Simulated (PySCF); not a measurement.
**Finite-field polarisability of B (boron, neutral)**

[He] 2s2 2p1, 2P determinant. Computed with PySCF 2.14 in dyall-av3z (15s9p3d2f, 71 functions), with the non-relativistic Hamiltonian (point nucleus). Frozen: 1s2. Energy changes in a uniform field (μhartree):

```csv
axis,F (au),HF,MP2,CCSD,CCSD(T)
x,0.0031,-98.392,-81.563,-88.508,-89.050
x,0.0062,-393.616,-327.244,-354.260,-356.404
y,0.0028,-100.310,-97.108,-96.266,-96.511
y,0.0056,-401.999,-389.268,-386.018,-387.010
```

By symmetry the remaining axis equals x.

Derive α along x at CCSD(T) from the two fields.

With ΔE = −αF²/2 − γF⁴/24, α = −(16 ΔE(F) − ΔE(2F))/(6F²) = 18.53 bohr³.

And the mean polarisability at each level?

The components xx, yy, zz at CCSD(T) are 18.53, 24.60, 18.53, the third axis being equal by symmetry to one of the two computed. Means: HF 22.18, MP2 19.56, CCSD 20.46, CCSD(T) 20.55 bohr³. Reference: 20.5 ± 0.1 bohr³ (recommended; Schwerdtfeger and Nagle, table of static dipole polarizabilities (2023 update)).
